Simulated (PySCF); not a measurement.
# Reading the logs of faulty runs: AlBH6NSi cation

These are calculations, not measurements. The program is PySCF 2.14.0, an open-source quantum chemistry code, run on an isolated molecule that a program drew, which may never have been made. The molecule is AlBH6NSi cation (charge +1, singlet), drawn as the SMILES string `[NH2][Al+][BH][SiH3]`.

Each row is a Hartree-Fock (HF) and frozen-core CCSD(T) single point in the cc-pV(D+d)Z basis, meant for a local HF minimum. Run 1 is clean. Each other run has one planted mistake out of seven kinds, and not every kind appears here: one electron removed, one electron added, multiplicity raised by two, geometry at a saddle point, minimal basis STO-3G, one bond length entered in bohr, all coordinates scaled. The reference is restricted for singlets and unrestricted otherwise, and also for a bond in bohr. Adding or removing an electron swaps singlet and doublet. Electrons count all cores. HOMO and LUMO are orbital energies over both spins, the gradient is its largest component, and the lowest frequency (negative if imaginary) is given only where the gradient is small. Bond lengths are over the 9 bonds as drawn. T1 is the CCSD diagnostic: over 0.02 (restricted) or 0.045 (unrestricted) a single reference is doubtful.

Geometry of the clean run:
```xyz
10
AlBH6NSi cation, angstrom
N    -2.7357    1.3184    0.6383
Al   -1.3530    0.3950    1.0774
B     0.4093   -0.7488    1.5919
Si    2.0242   -0.9287    0.3387
H    -2.8267    1.8774   -0.1947
H    -3.5870    1.3887    1.1723
H     0.3015   -1.2966    2.6476
H     2.1786    0.3159   -0.4437
H     1.6385   -2.0457   -0.5547
H     3.2351   -1.2346    1.1185
```

| run | electrons | basis functions | <S^2> | HOMO (eV) | LUMO (eV) | gradient (hartree/bohr) | lowest frequency (cm^-1) | mean bond (Å) | longest bond (Å) | T1 | HF (hartree) | CCSD(T) (hartree) | mistake |
|---|---|---|---|---|---|---|---|---|---|---|---|---|---|
| 1 | 44 | 104 | 0.000 | -15.42 | -4.66 | 1.5e-05 | 40 | 1.5084 | 2.163 | 0.0165 | -613.23455 | -613.69665 | no fault |
| 2 | 44 | 104 | 2.023 | -12.92 | -6.54 | 5.9e-02 | - | 1.5084 | 2.163 | 0.0253 | -613.14653 | -613.60092 | multiplicity raised by two |
| 3 | 43 | 104 | 0.768 | -20.62 | -12.92 | 6.9e-02 | - | 1.5084 | 2.163 | 0.0252 | -612.71494 | -613.15326 | one electron removed |
| 4 | 44 | 104 | 0.000 | -14.93 | -4.54 | 6.2e-02 | - | 1.6593 | 2.379 | 0.0203 | -613.16506 | -613.64225 | all coordinates scaled |
| 5 | 45 | 104 | 0.759 | -6.44 | 1.31 | 4.2e-02 | - | 1.5084 | 2.163 | 0.0148 | -613.43513 | -613.91843 | ? |
| 6 | 44 | 34 | 0.000 | -13.67 | 0.06 | 2.9e-02 | - | 1.5084 | 2.163 | 0.0204 | -606.07271 | -606.27340 | ? |

**Which mistake was planted in run 5, and what did it cost?**

It counts 45 electrons, one more than the clean run, at the same geometry and basis. So the mistake is: one electron added. Subtracting run 1 and multiplying by 627.51 kcal/mol a hartree, the energy moved by -125.9 kcal/mol in HF and -139.2 kcal/mol in CCSD(T).

**Which mistake was planted in run 6, and what did it cost?**

It has 34 basis functions where the clean run has 104, with the same electrons and geometry. So the mistake is: minimal basis STO-3G. Subtracting run 1 and multiplying by 627.51 kcal/mol a hartree, the energy moved by 4494.1 kcal/mol in HF and 4658.2 kcal/mol in CCSD(T).

Cautions from the logs. Run 4: T1 is over the limit, so its CCSD(T) energy is less reliable; run 6: T1 is over the limit, so its CCSD(T) energy is less reliable.
